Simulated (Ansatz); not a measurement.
Consider the hydrogenolysis of the In–C bond: `F[CH](F)[InH2]` + H₂ → `[InH3]` + difluoromethane.

Program: Ansatz. Geometries: PBE0-D4/def2-TZVP. ΔE: electronic, gas phase. CCSD(T)/CBS adds triple-zeta CCSD(T) − MP2 to the extrapolated MP2 energy (def2 sets, frozen cores). This one scheme is used for every species. Functionals use def2-TZVPP. HSE06 is defined as in plane-wave codes. def2 core potentials past Kr. For In outer-core shells are correlated without core-valence functions, which leaves a few kJ/mol of doubt a bond.

```json
{"level": "B97M-V", "ΔE (kJ/mol)": "-78.5"}
{"level": "r2SCAN0-D4", "ΔE (kJ/mol)": "-72.0"}
{"level": "HSE06-D4", "ΔE (kJ/mol)": "-68.8"}
{"level": "BHLYP-D4", "ΔE (kJ/mol)": "-76.9"}
{"level": "ωB97X-V", "ΔE (kJ/mol)": "-68.1"}
{"level": "r2SCAN", "ΔE (kJ/mol)": "-62.9"}
{"level": "HF/def2-TZVPP", "ΔE (kJ/mol)": "-102.2"}
{"level": "HF/CBS(def2)", "ΔE (kJ/mol)": "-101.9"}
```

(1) What does CCSD(T)/CBS give? (Estimate.)

Largest T1 diagnostic among the species: 0.014.

Answers

(1) Computed: -64.0 kJ/mol. The listed levels differ from it by -14.5, -8.0, -4.8, -12.9, -4.1, 1.1, -38.2, -37.9 kJ/mol.

In def2-TZVPP, CCSD(T) changes the Hartree–Fock value by +32.4 kJ/mol (the triples alone add +6.1 kJ/mol) and MP2 by +35.3 kJ/mol. From PBE to PBE0 (25 % exact exchange), in def2-TZVPP and without D4, ΔE moves by −12.6 kJ/mol. The D4 term adds +5.9 kJ/mol with B3LYP and +3.1 kJ/mol with PBE0; it sums over pairs of atoms, weighted by their polarisabilities, and B3LYP, whose exchange is more repulsive, gets the larger term.

B3LYP here is the variant with VWN-RPA as its local correlation; programs differ in this.
